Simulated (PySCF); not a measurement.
Gas-phase reaction: HfCl2(OH)2 → HfO2 + 2 HCl

Method: PySCF energies plus ideal-gas RRHO corrections (1 bar). † marks an energy on the PBE0/def2-TZVP geometry and frequencies. CCSD(T) freezes the core. All species are closed-shell singlets. B3LYP is the form with VWN-RPA correlation. Hf: scalar-relativistic def2 core potential, no spin-orbit coupling. HfCl2(OH)2: computed as isolated molecules; such fragments, hydroxides, amides, oligomers or adducts are transient or little studied in the gas. CCSD(T) isn't extrapolated to the basis-set limit. Warning, large T1 diagnostic: HfO2 (CCSD(T)/def2-SVP†, CCSD(T)/def2-TZVPP†).

| level | ΔH°(298 K), kJ |
|---|---|
| B3LYP/def2-TZVP† | 736 |
| BLYP/def2-TZVP† | 679 |
| CCSD(T)/def2-SVP† | ___ |
| CCSD(T)/def2-TZVPP† | 768 |
| HF/def2-TZVP† | ___ |

Question: Some entries are withheld; supply them.

Answer: 
- CCSD(T)/def2-SVP†, ΔH°(298 K), kJ: 771
- HF/def2-TZVP†, ΔH°(298 K), kJ: 875
